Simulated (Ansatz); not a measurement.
`F[CH2][AlH][GeH3]` + `C=CCO` → `C=C[CH2][GeH3]` + `[OH][AlH][CH2]F`  (formal exchange of groups at a Ge–Al bond)

Calculated with Ansatz (gas phase, PBE0-D4/def2-TZVP geometries, no zero-point term in ΔE). CCSD(T)/CBS is the MP2 limit (def2-TZVPP, def2-QZVPP) plus CCSD(T) − MP2 in def2-TZVPP, frozen cores. Functionals use def2-TZVPP. For Ge outer-core shells are correlated without core-valence functions, which leaves a few kJ/mol of doubt a bond. Scalar relativity is left out up to krypton. Each species was taken in one conformer, which may not be the lowest.

Question: Is it downhill or uphill in electronic energy at CCSD(T)/CBS, and by how much? (An estimate is asked.)

Answer: Computed: Downhill: ΔE = -189.9 kJ/mol.

Question: What do these levels give: PBE-D4, r2SCAN-D4, PBE0-D4, ωB97M-V, B2PLYP, SCS-MP2/def2-TZVPP, CCSD/def2-TZVPP, MP2/def2-QZVPP, SCS-MP2/def2-QZVPP, HF/CBS(def2), MP2/CBS(def2), CCSD/CBS(def2)? (Best estimate.)

Answer: The calculation gave: PBE-D4 -168.1, r2SCAN-D4 -183.1, PBE0-D4 -171.8, ωB97M-V -185.7, B2PLYP -189.5, SCS-MP2/def2-TZVPP -199.2, CCSD/def2-TZVPP -187.9, MP2/def2-QZVPP -206.7, SCS-MP2/def2-QZVPP -200.8, HF/CBS(def2) -183.4, MP2/CBS(def2) -207.1, CCSD/CBS(def2) -189.5 kJ/mol.

Largest T1 diagnostic among the species: 0.012.

The D4 term adds −3.4 kJ/mol with B3LYP and −1.8 kJ/mol with PBE0; it sums over pairs of atoms, weighted by their polarisabilities, and B3LYP, whose exchange is more repulsive, gets the larger term. From PBE to PBE0 (25 % exact exchange), in def2-TZVPP and without D4, ΔE moves by −4.0 kJ/mol. In def2-TZVPP, CCSD(T) changes the Hartree–Fock value by −5.9 kJ/mol (the triples alone add −0.3 kJ/mol) and MP2 by −23.1 kJ/mol.

B3LYP here is the variant with VWN-RPA as its local correlation; programs differ in this.
